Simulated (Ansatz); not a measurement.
Reaction (isomerisation): `FC[CH2][GeH2][F]` → `[CH3][Ge]([CH3])([F])[F]`

Isolated molecules relaxed with PBE0-D4/def2-TZVP in Ansatz; ΔE leaves out vibrations. CBS: MP2 limit from def2 TZ/QZ plus the TZ coupled-cluster correction, frozen cores. Functionals use def2-TZVPP. B3LYP here is the variant with VWN-RPA as its local correlation; programs differ in this. For Ge outer-core shells are correlated without core-valence functions, which leaves a few kJ/mol of doubt a bond. Scalar relativity is left out up to krypton. One conformer a species, not always the lowest.

```
             level  ΔE (kcal/mol)  difference from CCSD(T)/CBS
            PBE-D4          -48.9                          2.9
         r2SCAN-D4          -51.7                          0.1
           PBE0-D4          -49.6                          2.2
           ωB97X-V          -49.8                          2.0
           ωB97M-V          -50.7                          1.1
            B2PLYP          -51.7                          0.1
            r2SCAN          -51.6                          0.2
              PBE0          -49.4                          2.4
             B3LYP          -49.8                          2.0
     HF/def2-TZVPP          -50.2                          1.6
    MP2/def2-TZVPP          -54.4                         -2.6
SCS-MP2/def2-TZVPP          -52.6                         -0.8
   CCSD/def2-TZVPP          -51.6                          0.2
CCSD(T)/def2-TZVPP          -51.8                          0.0
     HF/def2-QZVPP          -50.5                          1.3
     MP2/CBS(def2)          -54.4                         -2.6
       CCSD(T)/CBS          -51.8                            0
```

Largest T1 diagnostic among the species: 0.011.

In def2-TZVPP, CCSD(T) changes the Hartree–Fock value by −1.6 kcal/mol (the triples alone add −0.1 kcal/mol) and MP2 by −4.2 kcal/mol.
